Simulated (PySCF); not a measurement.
BeClHO.

```xyz
4

Be     0.0111     0.5853     0.0000
Cl    -0.0083    -1.2321     0.0000
O      0.0859     1.9927     0.0000
H     -0.5895     2.6624     0.0000
```

Geometry optimised at PBE0-D3(BJ)/def2-TZVP. The values are those of a single conformer.

Calculation: PySCF with B3LYP/pcSseg-2. Non-relativistic, no solvent.

Give the absolute GIAO shielding of each atom: isotropic value and principal components (ppm). (An estimate is asked for; the answer gives what the named calculation found.)


```
atom  σ(iso)    σ11    σ22     σ33   span
----  ------  -----  -----  ------  -----
Be1     98.5   64.9   65.6   164.9  100.0
Cl2   1028.7  954.5  983.7  1147.9  193.3
O3     300.4  233.3  275.2   392.7  159.5
H4      29.8   22.4   22.8    44.2   21.9
```
